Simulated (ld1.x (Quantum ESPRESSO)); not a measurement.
# BLYP PAW dataset for Se, fully relativistic all-electron reference.

The input file (ld1.x (Quantum ESPRESSO) 7.5):

```
&input
   title='Se', zed=34., rel=2, dft='BLYP', iswitch=3,
   config='[Ar] 3d10 4s2 4p4 4f-2', rel_dist='average',
   nld=7, rlderiv=1.85, eminld=-13.0, emaxld=5.0, deld=0.04
 /
 &inputp
   pseudotype=3, lpaw=.true., tm=.true., lloc=3,
   nlcc=.true., new_core_ps=.true., rcore=0.85,
   which_augfun='PSQ', rmatch_augfun_nc=.true.,
   file_pseudopw='Se.UPF', file_wfcaegen='ae.wfc', file_wfcncgen='nc.wfc', file_beta='beta', file_chi='chi', file_wfcusgen='us.wfc'
 /
7
4S  1  0   2.00   0.00  1.40  1.70  0.0
4S  1  0   0.00   0.45  1.40  1.70  0.0
3P  2  1   6.00   0.00  1.00  1.05  0.0
4P  3  1   4.00   0.00  1.00  1.05  0.0
3D  3  2  10.00   0.00  1.10  1.20  0.0
3D  3  2   0.00  -3.40  1.10  1.20  0.0
4F  4  3  -2.00  -0.20  1.40  1.40  0.0
 &test
   configts(1)='3p6 3d10 4s2 4p4'
 /
```

Command:

```bash
ld1.x < Se.in > Se.out
```

Output (shortened: banner, matrices, multipoles, cross overlaps and the repeated all-electron block are left out):

```
Program LD1 v.7.5
     --------------------------- All-electron run ----------------------------

     Se
     dirac relativistic calculation

     atomic number is 34.00
     dft =BLYP   lsd =0 sic =0 latt =0  beta=0.20 tr2=1.0E-14
     Exchange-correlation= BLYP
                           (   1   3   1   3   0   0   0)
     mesh =1211 r(mesh) =  99.34906 a.u. xmin = -7.00 dx = 0.01250
     1 Ry =  13.60569312 eV, c = 137.03599908

     n l j   nl                  e(Ry)          e(Ha)          e(eV)
     Spin orbit split results
     1 0 0.5 1S 1( 2.00)      -919.0251      -459.5126    -12503.9740
     2 0 0.5 2S 1( 2.00)      -118.0908       -59.0454     -1606.7070
     2 1 0.5 2P 1( 2.00)      -105.9587       -52.9794     -1441.6418
     2 1 1.5 2P 1( 4.00)      -102.8869       -51.4435     -1399.8482
     3 0 0.5 3S 1( 2.00)       -15.6603        -7.8301      -213.0692
     3 1 0.5 3P 1( 2.00)       -11.5138        -5.7569      -156.6535
     3 1 1.5 3P 1( 4.00)       -11.0814        -5.5407      -150.7703
     3 2 1.5 3D 1( 4.00)        -3.9333        -1.9667       -53.5155
     3 2 2.5 3D 1( 6.00)        -3.8675        -1.9337       -52.6200
     4 0 0.5 4S 1( 2.00)        -1.2634        -0.6317       -17.1889
     4 1 0.5 4P 1( 1.33)        -0.4870        -0.2435        -6.6254
     4 1 1.5 4P 1( 2.67)        -0.4590        -0.2295        -6.2454
     Averaged results
     1 0     1S 1( 2.00)      -919.0251      -459.5126    -12503.9740
     2 0     2S 1( 2.00)      -118.0908       -59.0454     -1606.7070
     2 1     2P 1( 6.00)      -103.9109       -51.9554     -1413.7794
     3 0     3S 1( 2.00)       -15.6603        -7.8301      -213.0692
     3 1     3P 1( 6.00)       -11.2256        -5.6128      -152.7314
     3 2     3D 1(10.00)        -3.8938        -1.9469       -52.9782
     4 0     4S 1( 2.00)        -1.2634        -0.6317       -17.1889
     4 1     4P 1( 4.00)        -0.4683        -0.2342        -6.3721

     final scf error:  2.8E-15 reached in  32 iterations

     Etot =   -4861.080298 Ry,   -2430.540149 Ha,  -66138.366781 eV

     Ekin =    4977.873165 Ry,    2488.936582 Ha,   67727.414682 eV
     Encl =  -11736.149344 Ry,   -5868.074672 Ha, -159678.446419 eV
     Eh   =    2073.856867 Ry,    1036.928434 Ha,   28216.260118 eV
     Exc  =    -176.660986 Ry,     -88.330493 Ha,   -2403.595161 eV

     normalization and overlap integrals

     s(1S/1S) =  1.000000  <r> =   0.0441  <r2> =    0.0026  r(max) =   0.0287
     s(2S/2S) =  1.000000  <r> =   0.1957  <r2> =    0.0452  r(max) =   0.1651
     s(2P/2P) =  1.000000  <r> =   0.1685  <r2> =    0.0349  r(max) =   0.1302
     s(2P/2P) =  1.000000  <r> =   0.1723  <r2> =    0.0363  r(max) =   0.1335
     s(3S/3S) =  1.000000  <r> =   0.5741  <r2> =    0.3797  r(max) =   0.5021
     s(3P/3P) =  1.000000  <r> =   0.5826  <r2> =    0.3986  r(max) =   0.4959
     s(3P/3P) =  1.000000  <r> =   0.5932  <r2> =    0.4131  r(max) =   0.5021
     s(3D/3D) =  1.000000  <r> =   0.6285  <r2> =    0.4946  r(max) =   0.4487
     s(3D/3D) =  1.000000  <r> =   0.6329  <r2> =    0.5016  r(max) =   0.4544
     s(4S/4S) =  1.000000  <r> =   1.7900  <r2> =    3.6900  r(max) =   1.5085
     s(4P/4P) =  1.000000  <r> =   2.2756  <r2> =    6.1483  r(max) =   1.7747
     s(4P/4P) =  1.000000  <r> =   2.3297  <r2> =    6.4505  r(max) =   1.8196

     ------------------------ End of All-electron run ------------------------

     --------------------- Generating PAW atomic setup --------------------

      Generating local pot.: lloc=3, j= 2.50, matching radius rcloc =   1.4000

      Generating local pot.: lloc=3, j= 3.50, matching radius rcloc =   1.4000

      Computing core charge for nlcc:

       r > 0.86 : true rho core
      Core charge pseudized with two Bessel functions
      Integrated core pseudo-charge :   2.48

     Fully relativistic calculation: |psi|^2

     Wfc 4S LC norm =  0.99990294 SC norm =  0.00009188 missing  0.00000518
     Speed at rcutus      0.876 a.u.,  v/c =  0.006392,  (v/c)^2 =  0.00004085

     Wfc 3P LC norm =  0.99934515 SC norm =  0.00065485 missing  0.00000001
     Speed at rcutus      1.034 a.u.,  v/c =  0.007542,  (v/c)^2 = -0.00005688

     Wfc 3P LC norm =  0.99936320 SC norm =  0.00063679 missing  0.00000001
     Speed at rcutus      1.024 a.u.,  v/c =  0.007474,  (v/c)^2 = -0.00005586

     Wfc 4P LC norm =  0.99993853 SC norm =  0.00006115 missing  0.00000031
     Speed at rcutus      1.043 a.u.,  v/c =  0.007614,  (v/c)^2 =  0.00005797

     Wfc 4P LC norm =  0.99994114 SC norm =  0.00004982 missing  0.00000904
     Speed at rcutus      0.981 a.u.,  v/c =  0.007158,  (v/c)^2 =  0.00005124

     Wfc 3D LC norm =  0.99948691 SC norm =  0.00051307 missing  0.00000003
     Speed at rcutus      0.552 a.u.,  v/c =  0.004030,  (v/c)^2 =  0.00001624

     Wfc 3D LC norm =  0.99949211 SC norm =  0.00050766 missing  0.00000024
     Speed at rcutus      0.572 a.u.,  v/c =  0.004171,  (v/c)^2 =  0.00001740
      Wfc-us  4S rcutus= 1.688  Estimated cut-off energy=    16.24 Ry
      Wfc-us  4S rcutus= 1.688  Estimated cut-off energy=    19.83 Ry
      Wfc-us  3P rcutus= 1.050  Estimated cut-off energy=    77.95 Ry
      Wfc-us  3P rcutus= 1.050  Estimated cut-off energy=    77.71 Ry
      Wfc-us  4P rcutus= 1.050  Estimated cut-off energy=   148.01 Ry
      Wfc-us  4P rcutus= 1.050  Estimated cut-off energy=   147.38 Ry
      Wfc-us  3D rcutus= 1.190  Estimated cut-off energy=    84.79 Ry
      Wfc-us  3D rcutus= 1.190  Estimated cut-off energy=    84.73 Ry
      Wfc-us  3D rcutus= 1.190  Estimated cut-off energy=    96.42 Ry
      Wfc-us  3D rcutus= 1.190  Estimated cut-off energy=    94.09 Ry

     Required augmentation: PSQ   radius:    1.700000

     Q pseudized with Bessel functions
     Expected ecutrho=     370.6613 due to l1=  2   l2=  2

     Estimated PAW energy = -717.888015 Ryd

     ------------------- End of pseudopotential generation -------------------

     Computing logarithmic derivative in   1.85412
     Computing logarithmic derivative in   1.85412
     Computing the partial wave expansion
     R is outside the sphere for l=    0 j= 0.50
     R is outside the sphere for l=    0 j= 0.50
     R is outside the sphere for l=    1 j= 0.50
     R is outside the sphere for l=    1 j= 0.50
     R is outside the sphere for l=    1 j= 1.50
     R is outside the sphere for l=    1 j= 1.50
     R is outside the sphere for l=    2 j= 1.50
     R is outside the sphere for l=    2 j= 1.50
     R is outside the sphere for l=    2 j= 2.50
     R is outside the sphere for l=    2 j= 2.50
       no projector for channel:   3
       no projector for channel:   3

     ---------------------- Testing the pseudopotential ----------------------

     Se
     dirac relativistic calculation

     atomic number is 34.00   valence charge is 22.00
     dft = SLA  LYP  B88  BLYP   lsd =0 sic =0 latt =0  beta=0.20 tr2=1.0E-14
     mesh =1211 r(mesh) =  99.34906 xmin = -7.00 dx = 0.01250

     n l  j  nl             e AE (Ry)       e PS (Ry)    De AE-PS (Ry)
     2 1 0.5 3P   1( 2.00)      -11.51382      -11.51383        0.00001
     2 1 1.5 3P   1( 4.00)      -11.08142      -11.08143        0.00001
     3 2 1.5 3D   1( 4.00)       -3.93331       -3.93333        0.00001
     3 2 2.5 3D   1( 6.00)       -3.86750       -3.86751        0.00002
     1 0 0.5 4S   1( 2.00)       -1.26336       -1.26337        0.00001
     3 1 0.5 4P   1( 1.33)       -0.48696       -0.48694       -0.00001
     3 1 1.5 4P   1( 2.67)       -0.45903       -0.45904        0.00001

     eps = 4.0E-15  iter = 11

     Etot =   -4861.080298 Ry,   -2430.540149 Ha,  -66138.366781 eV
     Etotps =  -717.888011 Ry,    -358.944005 Ha,   -9767.363971 eV

     Ekin =     710.711543 Ry,     355.355772 Ha,    9669.723158 eV
     Encl =   -1755.480308 Ry,    -877.740154 Ha,  -23884.526354 eV
     Ehrt =     503.541743 Ry,     251.770871 Ha,    6851.034429 eV
     Ecxc =    -176.660989 Ry,     -88.330495 Ha,   -2403.595204 eV
     (Ecc =      -4.558929 Ry,      -2.279465 Ha,     -62.027396 eV)

     ---------------------- End of pseudopotential test ----------------------
```

Generation and configuration tests took about 2.1 s on one core of a shared server CPU.
